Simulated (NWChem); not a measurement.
Molecule: AlH$_{3}$Se; SMILES [AlH2][SeH]

Computed with NWChem. Pople sets run with spherical d functions. This build's default masses of Se (78.918 u) and Br (79.917 u) are each other's, which moves their modes by up to 0.6 %. The level has its own optimisation; frequencies are unscaled.

**Question.** Predict the results for B3LYP/6-31G*. Quantities: r Al–H (Å); r Al–Se (Å); r H–Se (Å); highest harmonic frequency (cm⁻¹); lowest (cm⁻¹); zero-point energy (kcal/mol); dipole (D).

**Answer.** The r Al–H (Å) comes out as 1.583, the r Al–Se (Å) comes out as 2.331 and the r H–Se (Å) is 1.483. The highest harmonic frequency (cm⁻¹) is 2397 and the lowest (cm⁻¹) is 356. The zero-point energy (kcal/mol) is 13.5 and the dipole (D) comes out as 1.02.
